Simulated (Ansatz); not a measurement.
`C[CH](C)[Al]([OH])[OH]` + `[NH2][GeH2][OH]` → `[CH3][GeH]([NH2])[OH]` + `C[CH2][Al]([OH])[OH]`  (formal exchange of groups at a C–C bond)

Computed with Ansatz on PBE0-D4/def2-TZVP structures; ΔE is electronic, products minus reactants. CCSD(T)/CBS is the MP2 limit (def2-TZVPP, def2-QZVPP) plus CCSD(T) − MP2 in def2-TZVPP, frozen cores. Functionals use def2-TZVPP. B3LYP here is the variant with VWN-RPA as its local correlation; programs differ in this. For Ge outer-core shells are correlated without core-valence functions, which leaves a few kJ/mol of doubt a bond. Scalar relativity is left out up to krypton. One conformer a species, not always the lowest.

**Question.** Is it downhill or uphill in electronic energy at CCSD(T)/CBS, and by how much? (Best estimate.)

**Answer.** The calculation gave: Downhill: ΔE = -57.6 kJ/mol.

**Question.** What do these levels give: ωB97X-V, ωB97M-V, PBE0, B3LYP, HF/CBS(def2), CCSD/CBS(def2)? (Best estimate.)

**Answer.** Ansatz gave: ωB97X-V -54.7, ωB97M-V -56.5, PBE0 -56.3, B3LYP -57.4, HF/CBS(def2) -55.4, CCSD/CBS(def2) -57.9 kJ/mol.

Largest T1 diagnostic among the species: 0.011.
